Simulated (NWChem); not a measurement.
System meant: CH₄NO cation; SMILES NC=[OH+]

Here is an NWChem input.

```
start job
memory heap 200 mb stack 900 mb global 1100 mb
charge 1
geometry units angstroms noautoz
  N      0.180380    -1.106426     0.000000
  C     -0.426284     0.039466     0.000000
  O      0.119315     1.192733     0.000000
  H      1.195959    -1.210116     0.000000
  H     -0.366836    -1.967207     0.000000
  H     -1.524038     0.058903     0.000000
  H      1.093322     1.218584     0.000000
end
basis spherical
  N library def2-svp
  C library def2-svp
  O library def2-svp
  H library def2-svp
end
dft
  xc pbe0
  iterations 4
  mulliken
end
task dft energy
```

End of the output:

```
    Atom       Charge   Shell Charges
 -----------   ------   -------------------------------------------------------
    1 N    7     6.86   1.97  0.68  0.38  2.26  1.53  0.04
    2 C    6     5.77   1.96  0.60  0.28  1.80  0.91  0.22
    3 O    8     7.89   1.97  0.87  0.54  2.71  1.77  0.03
    4 H    1     0.87   0.57  0.18  0.12
    5 H    1     0.85   0.56  0.17  0.12
    6 H    1     0.91   0.62  0.22  0.07
    7 H    1     0.85   0.53  0.15  0.17

 center of mass
 --------------
 x =  -0.01547827 y =   0.07794664 z =   0.00000000

 moments of inertia (a.u.)
 ------------------
         166.742615291422          -0.000000000000           0.000000000000
          -0.000000000000          28.511550830921           0.000000000000
           0.000000000000           0.000000000000         195.254166122343

     Multipole analysis of the density
     ---------------------------------

     L   x y z        total         alpha         beta         nuclear
     -   - - -        -----         -----         ----         -------
     0   0 0 0      1.000000    -12.000000    -12.000000     25.000000

     1   1 0 0      0.481895      0.240948      0.240948      0.000000
     1   0 1 0     -1.009811     -0.504906     -0.504906      0.000000
     1   0 0 1      0.000000      0.000000      0.000000      0.000000

     2   2 0 0     -6.483185    -14.877433    -14.877433     23.271681
     2   1 1 0      1.356665      0.223600      0.223600      0.909464
     2   1 0 1      0.000000      0.000000      0.000000      0.000000
     2   0 2 0     -6.764638    -51.197964    -51.197964     95.631290
     2   0 1 1     -0.000000     -0.000000     -0.000000      0.000000
     2   0 0 2    -12.779830     -6.389915     -6.389915      0.000000

 ------------------------------------------------------------------------
 dft energy failed                                                                                  0
 ------------------------------------------------------------------------
 ------------------------------------------------------------------------
  current input line :
    24: task dft energy
 ------------------------------------------------------------------------
 ------------------------------------------------------------------------
 This type of error is most commonly associated with calculations not reaching convergence criteria
 ------------------------------------------------------------------------
 For more information see the NWChem manual at https://nwchemgit.github.io

0:dft energy failed:Received an Error in Communication
```

Q: Can this run be used? If not, why, and what is the fix?

A: Convergence was not reached. Cause: the SCF was allowed too few iterations. This input runs:
```
start job
memory heap 200 mb stack 900 mb global 1100 mb
charge 1
geometry units angstroms noautoz
  N      0.180380    -1.106426     0.000000
  C     -0.426284     0.039466     0.000000
  O      0.119315     1.192733     0.000000
  H      1.195959    -1.210116     0.000000
  H     -0.366836    -1.967207     0.000000
  H     -1.524038     0.058903     0.000000
  H      1.093322     1.218584     0.000000
end
basis spherical
  N library def2-svp
  C library def2-svp
  O library def2-svp
  H library def2-svp
end
dft
  xc pbe0
  iterations 150
  mulliken
end
task dft energy
```
It converges to -169.90935 Ha (PBE0/def2-SVP).
